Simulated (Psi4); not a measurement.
Cl3La (SMILES [Cl][La]([Cl])[Cl]), singlet, geometry from GFN2-xTB (such geometries of metal compounds can be far from the true shape) (core potentials on La); Psi4 1.11 with R2SCAN/def2-SVPD.

Psi4 was given this input:
```
memory 2 GB

molecule mol {
0 1
  La    0.193340   -0.190468   -0.615242
  Cl   -1.969263   -0.822093    0.457095
  Cl   -0.103013    2.176902    0.115127
  Cl    1.424017   -0.716180    1.490647
}

set basis def2-svpd
set reference rks

energy('r2scan')
print_variables()
```

### Question
Predict the main parts of the log of this Psi4 run.

### Answer

```
   => Loading Basis Set <=

    Name: DEF2-SVPD
    Role: ORBITAL
    Keyword: BASIS

    !!!  WARNING: ECP capability is in beta. Please check occupations closely.  !!!

         ---------------------------------------------------------
                                   SCF
               by Justin Turney, Rob Parrish, Andy Simmonett
                          and Daniel G. A. Smith
                              RKS Reference
         ---------------------------------------------------------

  ==> Geometry <==

    Molecular point group: c1
    Full point group: C1

    Geometry (in Angstrom), charge = 0, multiplicity = 1:

       Center              X                  Y                   Z               Mass
    ------------   -----------------  -----------------  -----------------  -----------------
         LA           0.176165842234    -0.173548910774    -0.560590004493   138.906356300000
         CL          -1.986437157766    -0.805173910774     0.511746995507    34.968852682000
         CL          -0.120187157766     2.193821089226     0.169778995507    34.968852682000
         CL           1.406842842234    -0.699260910774     1.545298995507    34.968852682000

  Running in c1 symmetry.

  Rotational constants: A =      0.04938  B =      0.04938  C =      0.03828 [cm^-1]
  Rotational constants: A =   1480.35205  B =   1480.35155  C =   1147.56963 [MHz]
  Nuclear repulsion =  248.261946773312928

  Charge       = 0
  Multiplicity = 1
  Electrons    = 62
  Nalpha       = 31
  Nbeta        = 31

  ==> Algorithm <==

  SCF Algorithm Type is DF.
  DIIS enabled.
  MOM disabled.
  Fractional occupation disabled.
  Guess Type is SAD.
  Energy threshold   = 1.00e-06
  Density threshold  = 1.00e-06
  Integral threshold = 1.00e-12

  ==> Primary Basis <==

  Basis Set: DEF2-SVPD
    Blend: DEF2-SVPD
    Number of shells: 46
    Number of basis functions: 116
    Number of Cartesian functions: 127
    Spherical Harmonics?: true
    Max angular momentum: 3

  Core potential: DEF2-SVPD
    Number of shells: 4
    Number of ECP primitives: 10
    Number of ECP core electrons: 46
    Max angular momentum: 3

  ==> DFT Potential <==

   => LibXC <=

    Version 7.1.2
    S. Lehtola, C. Steigemann, M. J. T. Oliveira, and M. A. L. Marques,  SoftwareX 7, 1–5 (2018) (10.1016/j.softx.2017.11.002)

   => Composite Functional: R2SCAN <=

    r2SCAN Meta-GGA XC Functional  (0.1021/acs.jpclett.0c02405)
    J. W. Furness, A. D. Kaplan, J. Ning, J. P. Perdew, J. Sun  J. Phys. Chem. Lett.  11, 8208–8215, 2020

    Deriv               =              1
    GGA                 =           TRUE
    Meta                =           TRUE

    Exchange Hybrid     =          FALSE
    MP2 Hybrid          =          FALSE

   => Exchange Functionals <=

    1.0000   XC_MGGA_X_R2SCAN

   => Correlation Functionals <=

    1.0000   XC_MGGA_C_R2SCAN

   => LibXC Density Thresholds  <==

    XC_MGGA_C_R2SCAN:  1.00E-15
    XC_MGGA_X_R2SCAN:  1.00E-11

   => Molecular Quadrature <=

    Radial Scheme          =       TREUTLER
    Pruning Scheme         =           NONE
    Nuclear Scheme         =       TREUTLER

    Blocking Scheme        =         OCTREE
    BS radius alpha        =              1
    Pruning alpha          =              1
    Radial Points          =             75
    Spherical Points       =            302
    Total Points           =          87523
    Total Blocks           =            756
    Max Points             =            256
    Max Functions          =            109
    Weights Tolerance      =       1.00E-15

   => Loading Basis Set <=

    Name: (DEF2-SVPD AUX)
    Role: JKFIT
    Keyword: DF_BASIS_SCF

  ==> Integral Setup <==

  SCF_SUBTYPE=INCORE selected. In-core MEM_DF algorithm will be used.
  Using in-core AOs.

  ==> MemDFJK: Density-Fitted J/K Matrices <==

    J tasked:                   Yes
    K tasked:                    No
    wK tasked:                   No
    Algorithm:                 Core
    Schwarz Cutoff:           1E-12
    Mask sparsity (%):       1.7985
    Fitting Condition:        1E-10

   => Auxiliary Basis Set <=

  Basis Set: (DEF2-SVPD AUX)
    Blend: DEF2-UNIVERSAL-JKFIT
    Number of shells: 159
    Number of basis functions: 611
    Number of Cartesian functions: 806
    Spherical Harmonics?: true
    Max angular momentum: 6

  Minimum eigenvalue in the overlap matrix is 1.7929289363E-03.
  Reciprocal condition number of the overlap matrix is 2.8442788622E-04.
    Using symmetric orthogonalization.

  ==> Pre-Iterations <==

  SCF Guess: Superposition of Atomic Densities via on-the-fly atomic UHF (no occupation information).

   -------------------------
    Irrep   Nso     Nmo
   -------------------------
     A        116     116
   -------------------------
    Total     116     116
   -------------------------

  ==> Iterations <==

                           Total Energy        Delta E     RMS |[F,P]|

   @DF-RKS iter SAD: -1411.69272550368942   -1.41169e+03   0.00000e+00
   @DF-RKS iter   1: -1411.77008466467350   -7.73592e-02   4.80591e-03 ADIIS/DIIS
   @DF-RKS iter   2: -1411.30875278960275    4.61332e-01   8.93072e-03 ADIIS/DIIS
   @DF-RKS iter   3: -1411.91642395973622   -6.07671e-01   1.70747e-03 ADIIS/DIIS
   @DF-RKS iter   4: -1411.94299334107109   -2.65694e-02   5.99346e-04 ADIIS/DIIS
   @DF-RKS iter   5: -1411.94584718178658   -2.85384e-03   1.40743e-04 ADIIS/DIIS
   @DF-RKS iter   6: -1411.94600428448575   -1.57103e-04   3.10799e-05 DIIS
   @DF-RKS iter   7: -1411.94601317033062   -8.88584e-06   5.75403e-06 DIIS
   @DF-RKS iter   8: -1411.94601341483985   -2.44509e-07   2.19037e-06 DIIS
   @DF-RKS iter   9: -1411.94601345575052   -4.09107e-08   5.23549e-07 DIIS
  Energy and wave function converged.

  ==> Post-Iterations <==

   Electrons on quadrature grid:
      Ntotal   =   61.9998898340 ; deviation = -1.102e-04

    Orbital Energies [Eh]
    ---------------------

    Doubly Occupied:

[...]
      31A     -0.269740

    Virtual:

[...]
     116A     33.688509

    Final Occupation by Irrep:
              A
    DOCC [    31 ]
    NA   [    31 ]
    NB   [    31 ]

  @DF-RKS Final Energy: -1411.94601345575052

   => Energetics <=

    Nuclear Repulsion Energy =            248.2619467733129284
    One-Electron Energy =               -2455.7570738681956755
    Two-Electron Energy =                 884.6591006557546280
    DFT Exchange-Correlation Energy =     -89.1099870166223269
    Empirical Dispersion Energy =           0.0000000000000000
    VV10 Nonlocal Energy =                  0.0000000000000000
    Total Energy =                      -1411.9460134557505171

Computation Completed

Properties will be evaluated at   0.000000,   0.000000,   0.000000 [a0]

Properties computed using the SCF density matrix

 Multipole Moments:

 ------------------------------------------------------------------------------------
     Multipole            Electronic (a.u.)      Nuclear  (a.u.)        Total (a.u.)
 ------------------------------------------------------------------------------------

 L = 1.  Multiply by 2.5417464519 to convert [e a0] to [Debye]
 Dipole X            :         19.7860217          -18.8187635            0.9672582
 Dipole Y            :        -19.4922941           18.5392121           -0.9530820
 Dipole Z            :        -62.9628360           59.8845417           -3.0782944
 Magnitude           :                                                    3.3644985

 ------------------------------------------------------------------------------------

  Variable Map:
  ----------------------------------------------------------------------------
[...]
  Array Variable Map:
  ----------------------------------------------------------------------------
[...]
[...]
```
